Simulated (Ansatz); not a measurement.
Consider the formal exchange of groups at a B–C bond: `FCCBS` + `FC[SiH2]F` → `FC[SiH2]BS` + `FCCF`.

Calculated with Ansatz (gas phase, PBE0-D4/def2-TZVP geometries, no zero-point term in ΔE). CCSD(T)/CBS adds triple-zeta CCSD(T) − MP2 to the extrapolated MP2 energy (def2 sets, frozen cores). Functionals use def2-TZVPP. One conformer a species, not always the lowest.

CCSD(T)/CBS gives +2.43 eV.

Task: Another level gave +2.34 eV. Which?
A. ωB97M-V/def2-TZVPP
B. PBE0/def2-TZVPP
C. r2SCAN-D4/def2-TZVPP
D. MP2/def2-TZVPP

Result: C. r2SCAN-D4 2.34, PBE0 2.25, ωB97M-V 2.40, MP2/def2-TZVPP 2.55 eV.

Largest T1 diagnostic among the species: 0.014.

From PBE to PBE0 (25 % exact exchange), in def2-TZVPP and without D4, ΔE moves by +0.09 eV.
